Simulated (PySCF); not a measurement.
## Indirect couplings

Bonds (- single, = double, # triple, : aromatic): C1=C2 1.336 Å, C2-Ge3 1.936 Å, Ge3-N4 1.840 Å. C1 carries H5, H6; C2 carries H7; Ge3 carries H8, H9; N4 carries H10, H11. H6 is cis to Ge3; H5 is trans to Ge3.

Method: B3LYP/pcJ-1 (pcSseg-1 on Ge) (spin–dipole term only in couplings to heteroatoms)//PBE0-D3(BJ)/def2-SVP, PySCF 2.14; isolated molecule, single conformer, non-relativistic. Couplings are averaged over pairs made equivalent by symmetry, fast rotation or ring inversion, so a value needn't be that of the named pair in this geometry, while other rotamers aren't included; one pair stands for each set, and the list holds those of at least 0.8 Hz over up to four bonds.

Isotopes: $^{13}$C, $^{1}$H, $^{15}$N.

```
    pair  bonds  J (Hz)
  C1, C2      1    68.9
  C1, H5      1   166.4
  C1, H6      1   167.3
  C2, H7      1       ?
 N4, H10      1       ?
  C1, H7      2    -3.9
  C2, N4      2    -5.1
  C2, H5      2    -1.9
  C2, H8      2       ?
  N4, H8      2       ?
  H5, H6      2     3.7
  H8, H9      2       ?
H10, H11      2    -7.6
  C1, N4      3    -1.5
  C1, H8      3       ?
 C2, H10      3     3.4
  H5, H7      3    14.7
  H6, H7      3    21.7
  H7, H8      3     3.0
 H8, H10      3     1.3
```

**Question.** Estimate the withheld couplings, with signs.

**Answer.** 
- $^{1}J$(C2,H7) = 161.4 Hz (bond length 1.097 Å, sp2 carbon)
- $^{1}J$(N4,H10) = -69.5 Hz (bond length 1.017 Å)
- $^{2}J$(C2,H8) = 11.4 Hz (mean over equivalent pairs that range from 7.2 to 15.7 Hz in this conformer)
- $^{2}J$(N4,H8) = -4.0 Hz (mean over equivalent pairs that range from -9.7 to 1.6 Hz in this conformer)
- $^{2}J$(H8,H9) = 24.2 Hz (angle at Ge3 109°)
- $^{3}J$(C1,H8) = 3.4 Hz (mean over equivalent pairs that range from 1.7 to 5.0 Hz in this conformer)

Relativistic effects of the heavier atoms present are left out.
